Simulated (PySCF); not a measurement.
PySCF job for BeBrH3Si, SMILES [SiH3][Be][Br], ωB97X-D3(BJ)/def2-TZVP. 

```python
import numpy as np
from pyscf import gto, scf, dft
from pyscf.geomopt import geometric_solver

mol = gto.M(
    atom='''
    Be   -0.37451397   -0.14103023    0.34367554
    Br    0.99927755    0.38562148   -0.94832075
    Si   -1.89086891   -0.73005434    1.79568126
    H    -2.69429144   -1.90823276    1.44812015
    H    -2.91978566    0.27234348    2.09721037
    H    -1.39041661   -1.07598083    3.13165606
    ''',
    basis='def2-TZVP',
    charge=0,
    spin=0,
    max_memory=1600,
    verbose=3,
)
mf = dft.RKS(mol, xc='wb97x-d3bj').density_fit(auxbasis='def2-universal-jkfit')
mf.grids.level = 3
mf.conv_tol = 1e-9
mf.max_cycle = 100
mf.kernel()
grad = mf.nuc_grad_method()
grad.grid_response = mol.nao <= 150
conv, mol_eq = geometric_solver.kernel(grad, convergence_set='GAU_TIGHT', maxsteps=100)
print(mol_eq.tostring(format='xyz'))
mf.reset(mol_eq)
mf.kernel()
```

Program output:

```
[...]
Step    9 : Displace = 2.429e-04/3.596e-04 (rms/max) Trust = 3.000e-01 (=) Grad = 5.790e-05/7.877e-05 (rms/max) E (change) = -2880.2225482987 (-1.432e-07) Quality = 1.585
Hessian Eigenvalues: 1.89672e-03 4.98957e-02 5.00000e-02 ... 1.83654e-01 2.45334e-01 4.61170e-01

Geometry optimization cycle 11
Cartesian coordinates (Angstrom)
 Atom        New coordinates             dX        dY        dZ
  Be  -0.402655  -0.166645   0.384144    0.001302 -0.004322 -0.000256
  Br   0.964336   0.341264  -0.921531    0.002668 -0.008468 -0.000361
  Si  -1.923062  -0.735931   1.830306   -0.000680  0.001948 -0.000016
   H  -2.681885  -1.933174   1.377013   -0.003448  0.002671  0.002263
   H  -2.906219   0.360045   2.046662    0.001756  0.004836 -0.002552
   H  -1.321071  -1.062908   3.151435   -0.001586  0.003325  0.000919
converged SCF energy = -2880.22254855785
--------------- DFRKS_Scanner gradients ---------------
         x                y                z
0 Be     0.0000319663     0.0000109296     0.0000456944
1 Br    -0.0000463511    -0.0000086677     0.0000051816
2 Si     0.0000763059     0.0000344222    -0.0001154095
3 H    -0.0000506645    -0.0000892367    -0.0000418308
4 H    -0.0000729677     0.0000768503     0.0000136040
5 H     0.0000616378    -0.0000243175     0.0000928384
----------------------------------------------
cycle 11: E = -2880.22254856  dE = -2.59153e-07  norm(grad) = 0.000250023
Step   10 : Displace = 4.806e-04/6.022e-04 (rms/max) Trust = 3.000e-01 (=) Grad = 1.021e-04/1.426e-04 (rms/max) E (change) = -2880.2225485578 (-2.592e-07) Quality = 1.567
Hessian Eigenvalues: 1.00299e-03 4.81038e-02 5.00000e-02 ... 1.83677e-01 2.46033e-01 4.70225e-01

Geometry optimization cycle 12
Cartesian coordinates (Angstrom)
 Atom        New coordinates             dX        dY        dZ
  Be  -0.400679  -0.174095   0.383352    0.001976 -0.007450 -0.000792
  Br   0.969213   0.326894  -0.921930    0.004876 -0.014371 -0.000399
  Si  -1.924274  -0.732649   1.830286   -0.001211  0.003282 -0.000020
   H  -2.687841  -1.928487   1.381155   -0.005956  0.004687  0.004142
   H  -2.903066   0.368141   2.042329    0.003153  0.008095 -0.004334
   H  -1.323884  -1.057165   3.152830   -0.002813  0.005743  0.001395
converged SCF energy = -2880.22254892541
--------------- DFRKS_Scanner gradients ---------------
         x                y                z
0 Be     0.0000364258    -0.0000023929     0.0000476459
1 Br    -0.0000485427    -0.0000078496     0.0000113488
2 Si     0.0000802787     0.0000458526    -0.0001396899
3 H    -0.0000639705    -0.0001016541    -0.0000429559
4 H    -0.0000848530     0.0000912103     0.0000154945
5 H     0.0000807002    -0.0000251755     0.0001081387
----------------------------------------------
cycle 12: E = -2880.22254893  dE = -3.67559e-07  norm(grad) = 0.000291686
Step   11 : Displace = 9.110e-04/1.199e-03 (rms/max) Trust = 3.000e-01 (=) Grad = 1.191e-04/1.675e-04 (rms/max) E (change) = -2880.2225489254 (-3.676e-07) Quality = 1.424
Hessian Eigenvalues: 7.85148e-04 4.44521e-02 5.00000e-02 ... 1.83686e-01 2.46894e-01 3.84312e-01

Geometry optimization cycle 13
Cartesian coordinates (Angstrom)
 Atom        New coordinates             dX        dY        dZ
  Be  -0.399376  -0.179961   0.382400    0.001304 -0.005866 -0.000952
  Br   0.973333   0.315697  -0.922037    0.004120 -0.011196 -0.000107
  Si  -1.925249  -0.730117   1.830301   -0.000975  0.002531  0.000016
   H  -2.692520  -1.924686   1.384596   -0.004679  0.003801  0.003441
   H  -2.900446   0.374334   2.038940    0.002619  0.006193 -0.003389
   H  -1.326263  -1.052638   3.153819   -0.002379  0.004526  0.000989
converged SCF energy = -2880.22254919095
--------------- DFRKS_Scanner gradients ---------------
         x                y                z
0 Be     0.0000278814    -0.0000111219     0.0000315116
1 Br    -0.0000309870    -0.0000015841     0.0000080835
2 Si     0.0000413761     0.0000325817    -0.0000947015
3 H    -0.0000424987    -0.0000625575    -0.0000228921
4 H    -0.0000534296     0.0000569090     0.0000104233
5 H     0.0000576591    -0.0000142398     0.0000675674
----------------------------------------------
cycle 13: E = -2880.22254919  dE = -2.65543e-07  norm(grad) = 0.000187623
Step   12 : Displace = 8.428e-04/1.134e-03 (rms/max) Trust = 3.000e-01 (=) Grad = 7.660e-05/1.084e-04 (rms/max) E (change) = -2880.2225491909 (-2.655e-07) Quality = 1.380
Hessian Eigenvalues: 8.21047e-04 4.25310e-02 5.00000e-02 ... 1.83618e-01 2.42310e-01 2.71846e-01

Geometry optimization cycle 14
Cartesian coordinates (Angstrom)
 Atom        New coordinates             dX        dY        dZ
  Be  -0.399088  -0.181947   0.381837    0.000287 -0.001985 -0.000563
  Br   0.975009   0.311840  -0.921955    0.001676 -0.003857  0.000082
  Si  -1.925582  -0.729266   1.830365   -0.000333  0.000851  0.000064
   H  -2.694077  -1.923266   1.385845   -0.001557  0.001419  0.001250
   H  -2.899440   0.376368   2.037761    0.001006  0.002034 -0.001179
   H  -1.327341  -1.051102   3.154165   -0.001078  0.001536  0.000346
converged SCF energy = -2880.22254929077
--------------- DFRKS_Scanner gradients ---------------
         x                y                z
0 Be     0.0000131326    -0.0000108735     0.0000101861
1 Br    -0.0000093905     0.0000037421     0.0000006451
2 Si    -0.0000004683     0.0000104616    -0.0000263651
3 H    -0.0000100705    -0.0000120859    -0.0000011423
4 H    -0.0000109711     0.0000106616     0.0000031167
5 H     0.0000178194    -0.0000018582     0.0000135555
----------------------------------------------
cycle 14: E = -2880.22254929  dE = -9.98234e-08  norm(grad) = 4.7949e-05
Step   13 : Displace = 4.025e-04/6.271e-04 (rms/max) Trust = 3.000e-01 (=) Grad = 1.958e-05/2.837e-05 (rms/max) E (change) = -2880.2225492908 (-9.982e-08) Quality = 1.215
Hessian Eigenvalues: 9.33783e-04 4.24500e-02 4.99999e-02 ... 1.83618e-01 2.23980e-01 2.75091e-01

Geometry optimization cycle 15
Cartesian coordinates (Angstrom)
 Atom        New coordinates             dX        dY        dZ
  Be  -0.399325  -0.181266   0.381810   -0.000236  0.000681 -0.000028
  Br   0.974769   0.313005  -0.921841   -0.000241  0.001165  0.000114
  Si  -1.925477  -0.729542   1.830400    0.000105 -0.000276  0.000034
   H  -2.693525  -1.923609   1.385459    0.000552 -0.000342 -0.000386
   H  -2.899684   0.375655   2.038107   -0.000244 -0.000713  0.000346
   H  -1.327283  -1.051620   3.154086    0.000057 -0.000517 -0.000079
converged SCF energy = -2880.22254930358
--------------- DFRKS_Scanner gradients ---------------
         x                y                z
0 Be     0.0000046176    -0.0000073691     0.0000025546
1 Br    -0.0000018064     0.0000047761    -0.0000026237
2 Si    -0.0000082599     0.0000016646    -0.0000007629
3 H     0.0000015252     0.0000031590     0.0000036717
4 H     0.0000021412    -0.0000034466     0.0000005728
5 H     0.0000017666     0.0000011984    -0.0000033328
----------------------------------------------
cycle 15: E = -2880.2225493  dE = -1.28116e-08  norm(grad) = 1.56503e-05
Step   14 : Displace = 1.485e-04/2.067e-04 (rms/max) Trust = 3.000e-01 (=) Grad = 6.389e-06/9.064e-06 (rms/max) E (change) = -2880.2225493036 (-1.281e-08) Quality = 1.143
Hessian Eigenvalues: 1.06546e-03 4.12368e-02 4.70343e-02 ... 1.83628e-01 2.16736e-01 2.99705e-01

Geometry optimization cycle 16
Cartesian coordinates (Angstrom)
 Atom        New coordinates             dX        dY        dZ
  Be  -0.399246  -0.181471   0.381806    0.000079 -0.000205 -0.000003
  Br   0.975030   0.312388  -0.921812    0.000261 -0.000617  0.000029
  Si  -1.925510  -0.729404   1.830418   -0.000034  0.000138  0.000018
   H  -2.693682  -1.923392   1.385497   -0.000157  0.000217  0.000038
   H  -2.899574   0.375950   2.037907    0.000109  0.000295 -0.000199
   H  -1.327541  -1.051446   3.154198   -0.000258  0.000173  0.000112
converged SCF energy = -2880.22254930599
--------------- DFRKS_Scanner gradients ---------------
         x                y                z
0 Be     0.0000016098    -0.0000048181    -0.0000007866
1 Br    -0.0000004301     0.0000032224    -0.0000026107
2 Si    -0.0000067734    -0.0000001018     0.0000054938
3 H     0.0000031781     0.0000051352     0.0000038259
4 H     0.0000049423    -0.0000051049    -0.0000004691
5 H    -0.0000025919     0.0000016583    -0.0000054689
----------------------------------------------
cycle 16: E = -2880.22254931  dE = -2.40834e-09  norm(grad) = 1.61577e-05
Step   15 : Displace = 5.545e-05/8.766e-05 (rms/max) Trust = 3.000e-01 (=) Grad = 6.596e-06/8.722e-06 (rms/max) E (change) = -2880.2225493060 (-2.408e-09) Quality = 1.235
Hessian Eigenvalues: 1.62798e-03 2.43984e-02 4.34284e-02 ... 1.83708e-01 2.04685e-01 2.67320e-01

Geometry optimization cycle 17
Cartesian coordinates (Angstrom)
 Atom        New coordinates             dX        dY        dZ
  Be  -0.399281  -0.181189   0.381878   -0.000035  0.000282  0.000071
  Br   0.975074   0.312644  -0.921659    0.000045  0.000256  0.000152
  Si  -1.925494  -0.729463   1.830405    0.000017 -0.000058 -0.000012
   H  -2.693485  -1.923482   1.385220    0.000197 -0.000090 -0.000276
   H  -2.899716   0.375752   2.037968   -0.000142 -0.000198  0.000060
   H  -1.327616  -1.051637   3.154199   -0.000075 -0.000190  0.000001
converged SCF energy = -2880.22254930838
--------------- DFRKS_Scanner gradients ---------------
         x                y                z
0 Be    -0.0000018232    -0.0000010888    -0.0000033618
1 Br    -0.0000002487     0.0000011789    -0.0000012488
2 Si     0.0000002765    -0.0000008045     0.0000068071
3 H     0.0000027509     0.0000024748     0.0000010749
4 H     0.0000028760    -0.0000023267    -0.0000004738
5 H    -0.0000037768     0.0000005840    -0.0000028530
----------------------------------------------
cycle 17: E = -2880.22254931  dE = -2.38651e-09  norm(grad) = 1.08344e-05
Step   16 : Displace = 1.018e-04/1.346e-04 (rms/max) Trust = 3.000e-01 (=) Grad = 4.423e-06/6.860e-06 (rms/max) E (change) = -2880.2225493084 (-2.387e-09) Quality = 1.280
Hessian Eigenvalues: 2.14434e-03 1.65397e-02 4.42193e-02 ... 1.83667e-01 1.83963e-01 2.46223e-01

Geometry optimization cycle 18
Cartesian coordinates (Angstrom)
 Atom        New coordinates             dX        dY        dZ
  Be  -0.399197  -0.181314   0.381929    0.000084 -0.000125  0.000051
  Br   0.975354   0.312201  -0.921514    0.000280 -0.000442  0.000145
  Si  -1.925558  -0.729361   1.830371   -0.000064  0.000101 -0.000035
   H  -2.693631  -1.923345   1.385188   -0.000146  0.000137 -0.000033
   H  -2.899704   0.375962   2.037811    0.000012  0.000210 -0.000157
   H  -1.327782  -1.051518   3.154229   -0.000166  0.000119  0.000031
converged SCF energy = -2880.22254930997
--------------- DFRKS_Scanner gradients ---------------
         x                y                z
0 Be    -0.0000028938     0.0000003567    -0.0000030009
1 Br    -0.0000009237    -0.0000004987    -0.0000003288
2 Si     0.0000049253    -0.0000005117     0.0000026282
3 H    -0.0000000765    -0.0000012858    -0.0000003645
4 H     0.0000000864     0.0000018752    -0.0000002618
5 H    -0.0000011579     0.0000000541     0.0000012993
----------------------------------------------
cycle 18: E = -2880.22254931  dE = -1.59434e-09  norm(grad) = 7.6525e-06
Step   17 : Displace = 3.654e-05/4.903e-05 (rms/max) Trust = 3.000e-01 (=) Grad = 3.124e-06/5.606e-06 (rms/max) E (change) = -2880.2225493100 (-1.594e-09) Quality = 1.444
Hessian Eigenvalues: 2.14434e-03 1.65397e-02 4.42193e-02 ... 1.83667e-01 1.83963e-01 2.46223e-01
Converged! =D

6
XYZ from PySCF
Be         -0.39919746       -0.18131428        0.38192925
Br          0.97535403        0.31220150       -0.92151448
Si         -1.92555766       -0.72936140        1.83037056
H          -2.69363097       -1.92334523        1.38518752
H          -2.89970434        0.37596208        2.03781074
H          -1.32778189       -1.05151822        3.15422924
converged SCF energy = -2880.22254930996
```

Self-consistency was reached.
